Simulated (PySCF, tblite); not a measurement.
Question: What does the GFN2-xTB structure of `C([PH2+]C(C)=C)C(F)(F)F` look like in three dimensions? (Charge +1.)

Answer: 
Z-matrix in Å and degrees, rows numbered from 1:
```
C 
C   1  1.3302
C   2  1.4960  1  126.68
P   2  1.7999  1  118.95  3  -179.99
C   4  1.8288  2  113.69  1  -119.62
C   5  1.5287  4  106.52  2    55.87
F   6  1.3327  5  111.05  4   -79.92
F   6  1.3527  5  108.39  4    36.33
F   6  1.3154  5  113.77  4   156.87
H   1  1.0779  2  120.71  3     0.53
H   1  1.0784  2  122.91  3  -178.91
H   3  1.0908  2  111.24  1  -139.02
H   3  1.0907  2  110.65  1   100.37
H   3  1.0867  2  110.20  1   -18.44
H   4  1.3740  2  112.04  1     3.28
H   4  1.3782  2  111.12  1   123.00
H   5  1.0960  4  110.56  2   174.85
H   5  1.0953  4  111.52  2   -63.93
```

The C–P distances run from 1.800 Å (C2–P4, drawn single) to 1.829 Å (P4–C5, drawn single), a spread of 0.029 Å. C2 (fully substituted alkene carbon) is planar (angles 126.7°, 118.9° and 114.4°, sum 360.0°, 0.00 Å off the plane of its three neighbours). The 3 C–F bonds span 1.315 Å (C6–F9, drawn single) to 1.353 Å (C6–F8, drawn single), a spread of 0.038 Å. C1 (terminal =CH2 carbon) is planar (angles 122.9°, 120.7° and 116.4°, sum 360.0°, 0.00 Å off the plane of its three neighbours).

Structure optimised with GFN2-xTB, isolated species.

Point group: C1 (no symmetry element, even within 0.4 Å). Its GFN2-xTB frequencies are all real (lowest 42 cm⁻¹). Torsions: C1–C2–P4–C5 -120°, C2–P4–C5–C6 56°. 3 starts were optimised and ended at 0.00, 1.63 and 1.80 kcal/mol (GFN2-xTB); the lowest of these is shown.

One conformer stands for the species.

These are computed values.
